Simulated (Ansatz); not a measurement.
(1) Predict a relaxed structure of the cluster In4P2Cl6, charge 0, singlet, at r2SCAN-D4/def2-SVP (Ansatz).

## Answers

(1) 
Cartesian coordinates in Å:
```
In 0.636 0.660 1.921
In 1.177 -1.796 -0.487
In 1.016 1.266 -1.487
In -1.976 -0.336 -0.710
P 2.517 0.253 0.372
P -0.250 -0.801 -2.414
Cl -4.269 -0.326 -0.307
Cl 1.743 -4.057 -0.202
Cl 1.359 3.303 -2.603
Cl 0.085 1.338 4.079
Cl -1.108 1.959 0.359
Cl -0.930 -1.464 1.479
```
Point group Cs (tolerance 0.1 Å). This is one stationary point.

In the def2 sets In takes a core potential; there is no spin–orbit coupling. The structure comes from a short search, and lower isomers may exist.
